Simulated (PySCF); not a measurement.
**Electronic structure of Zr (zirconium, neutral) at the UHF level**

Configuration: [Kr] 4d2 5s2, high-spin 3F determinant. All numbers are calculated (PySCF 2.14, scalar relativity through the core potential, in def2-SVP with the def2 core potential (28 electrons) (5s3p2d1f, 31 functions)).

- Total energy: -46.431696 hartree
- One-electron energy: -77.6927 hartree
- Hartree (Coulomb) energy: 36.5809 hartree
- Exchange energy: -5.3199 hartree
- ⟨S²⟩: 2.0147
- ⟨L²⟩: 12.041
- Sum of ⟨r⟩: 23.18 bohr
- Sum of ⟨r²⟩: 64.46 bohr²
- Time after the integrals: 0.1 s of wall time on 1 thread of Neoverse-V2 (shared host)

```csv
shell,electrons,mean orbital energy (eV),"rms radius, mean of both spins (bohr)"
4s α,1,-69.928,1.30
4s β,1,-67.814,1.30
4p α,3,-42.444,1.48
4p β,3,-39.509,1.48
4d α,2,-8.774,2.36
5s α,1,-6.305,4.29
5s β,1,-5.362,4.29
```

Energies and moments cover only the electrons outside the core potential.
